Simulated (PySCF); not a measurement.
C3HF4, SMILES FC(F)(F)/[C]=C/F, multiplicity 2.

Geometry: B3LYP-D3(BJ)/def2-SVP. The isomer is the one that the SMILES or the coordinates give; other isomers of the formula were not compared.

The numbers are results of TDA-M06-2X/def2-SVPD in PySCF, not measurements.

Vertical excitations. Gas-phase values at a fixed geometry.

```csv
state,energy (eV),λ (nm),f,main pairs
root 1,2.13,583,0.002,β HOMO→LUMO 95 %
root 2,4.89,253,0.001,"α HOMO−1→LUMO 45 %, β HOMO→LUMO+1 51 %"
root 3,5.42,229,0.001,α HOMO→LUMO 97 %
root 4,6.18,201,0.000,β HOMO−1→LUMO 91 %
root 5,7.61,163,0.021,β HOMO−3→LUMO 82 %
root 6,8.22,151,0.000,"β HOMO−2→LUMO 77 %, β HOMO→LUMO+2 18 %"
root 7,8.24,151,0.262,"α HOMO−1→LUMO 35 %, α HOMO→LUMO+1 9 %, β HOMO→LUMO+1 29 %, β HOMO−3→LUMO 7 %"
root 8,8.25,150,0.014,"β HOMO→LUMO+2 69 %, β HOMO−2→LUMO 20 %"
root 9,8.43,147,0.008,"β HOMO→LUMO+3 63 %, β HOMO→LUMO+5 14 %"
root 10,8.68,143,0.058,α HOMO→LUMO+1 79 %
```
Unrestricted roots are not spin-pure.
